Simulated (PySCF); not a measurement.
Input of a run (PBE0-D3(BJ)/def2-SVP geometry optimisation, gas phase, def2 core potentials past Kr (PySCF 2.14.0)), started from GFN2-xTB:
```
{"job": {"xc": "PBE0", "basis": "def2-SVP", "d3": "d3bj", "grid": 1, "maxiter": 40, "shake": 0.03, "kind": "geom"}, "charge": 0, "multiplicity": 1}
Sb     0.659080     1.021710     1.168230
H      1.954300     1.034180     0.161970
H     -0.120980     2.239630     0.075710
Si    -0.352020    -0.777670    -0.186860
H     -0.503500    -0.631930    -1.657960
H     -1.840640    -0.953410     0.273860
H      0.295620    -2.034510     0.096500
```

Output (energies in Eh, forces in Eh/bohr):
```
step   0  E = -532.50611268  max force = 0.047092
step   1  E = -532.51535743  max force = 0.012638
step   2  E = -532.51645953  max force = 0.005119
step   3  E = -532.51665884  max force = 0.001325
step   4  E = -532.51667970  max force = 0.000335
step   5  E = -532.51668360  max force = 0.000328
optimisation converged
```

Problem. Summarise the run.

Solution. The energy falls by 6.6 kcal/mol over 6 energy and gradient evaluations, the largest force component goes from 0.0471 to 3.3e-04 Eh/bohr, and the atoms move by 0.079 Å rms after alignment. The bond that changes most is Sb1–Si4 (ends: antimony bonded to Si and 2 H; silicon bonded to Sb and 3 H), which lengthens by 0.114 Å. Bonds longer at the end by more than 0.005 Å: 4 of 6; shorter: 2. Among the angles that change most is Sb1–Si4–H5, from 120.9° to 112.7°. The energy never rose by more than 1e-6 Eh on the way. The first step brought 87 % of the lowering.

Problem. What are the final bond lengths?

Solution. Sb1–H2 1.717 Å, Sb1–H3 1.716 Å, Sb1–Si4 2.583 Å, Si4–H5 1.494 Å, Si4–H6 1.495 Å, Si4–H7 1.495 Å. Numbering counts from 1 in the input's order; the species is SbH2(SiH3), `[H][Sb]([H])[SiH3]`.

The run used 69 basis functions and 36 SCF cycles in all. Time: 9.9 s wall; peak memory 0.28 GiB. Hardware: an Arm Neoverse V2 with one thread, on a shared host.

PBE0-D3(BJ)/def2-SVP frequencies: not computed here.
